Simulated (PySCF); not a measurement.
C₂H₅N₃Si, SMILES N[SiH]1N=CC=N1. Geometry optimised at B3LYP-D3(BJ)/def2-SVP. This is a generated structure with no PubChem entry under its InChIKey; it may be hypothetical. Other conformers were not sampled.

### Question
Give the equilibrium geometry at B3LYP-D3(BJ)/def2-SVP (PySCF confirms it by a frequency run) as a Z-matrix. (An estimate is asked for; the answer gives what the named calculation found.)

### Answer
Several could match; the one computed here: 
```
Si
N 1 1.7086
H 2 1.0141 1 121.10
H 2 1.0147 3 112.01 1 155.13
H 1 1.4817 2 108.88 3 -33.37
N 1 1.8024 5 112.98 2 125.05
C 6 1.2747 1 105.08 5 111.67
H 7 1.1048 6 122.69 1 -178.48
C 7 1.5345 8 120.31 6 -179.91
N 9 1.2739 7 116.72 8 179.78
H 9 1.1050 10 123.08 1 178.67
```
Charge 0, spin multiplicity 1.
